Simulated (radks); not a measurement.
Values are calculated unless marked as measured or tabulated.
Q: Ionisation of Ce3+, [Xe] 4f1, to Ce4+, [Xe], under several functionals. Scalar-relativistic Kohn-Sham, spin-unpolarised, spherical densities, point nucleus; a radial shooting solver on a logarithmic mesh with Libxc functionals. The NIST Atomic Spectra Database gives 36.91 eV (semi-empirical). Rank these functionals by the error of their Delta-SCF ionisation energy: OLYP; LDA (Slater exchange, Perdew-Zunger correlation); Wu-Cohen GGA; RPBE; PBEsol.

A: From best to worst: RPBE 37.691 eV (+0.785); PBEsol 37.822 eV (+0.916); Wu-Cohen GGA 37.835 eV (+0.929); LDA (Slater exchange, Perdew-Zunger correlation) 38.120 eV (+1.214); OLYP 38.165 eV (+1.259). Spin polarisation and multiplet splitting are left out, so open shells lie too high by an amount that depends on their filling. Spin-orbit splitting is averaged out at the scalar-relativistic level.

Beside tabulated values, note that spin-unpolarised runs miss the spin-polarisation part of the exchange energy of open shells.
